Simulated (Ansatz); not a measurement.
Frontier orbitals of C9H25NSi2, SMILES `C[SiH](C)N(C(C)(C)C)[Si](C)(C)C`.

Total charge 0; spin multiplicity 1. Geometry: relaxed with PBE0-D4/def2-TZVP. It is one conformer, not always the lowest. Basis def2-TZVPP, Ansatz 0.2.0.

Orbital energies of one run (eV). Highest occupied ones, from the top: -5.04, -6.77, -6.92, -7.04, -7.14, -7.35, -8.11, -8.23, -8.37, -8.61, -8.95, -9.04, -9.07, -9.15. Empty: 0.04, 0.63, 0.80, 0.85, 1.04, 1.21.

(1) Which functional gave them?
A. ωB97X-V
B. BLYP
C. r2SCANh
D. ωB97M-V

Answers

(1) B. HOMO energies: BLYP -5.04, r2SCANh -5.88, ωB97X-V -8.78, ωB97M-V -8.72 eV.
